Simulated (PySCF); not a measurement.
## Correlation energy of Co (cobalt, neutral)

[Ar] 3d7 4s2, high-spin 4F determinant. All numbers are calculated (PySCF 2.14, the non-relativistic Hamiltonian (point nucleus), in aug-cc-pwCVQZ). Frozen: [Ar]; 9 electrons correlated.

MP2 pair energies summed by pair of shells (mhartree):

| pair | energy | share (%) |
| --- | --- | --- |
| 3d-3d | -214.22 | 76.6 |
| 3d-4s | -42.04 | 15.0 |
| 4s-4s | -23.52 | 8.4 |

Total MP2 correlation energy: -279.78 mhartree.

Same-spin part -106.57 and opposite-spin part -173.21 mhartree; SCS-MP2 scales them by 1/3 and 6/5 to -243.37 mhartree.
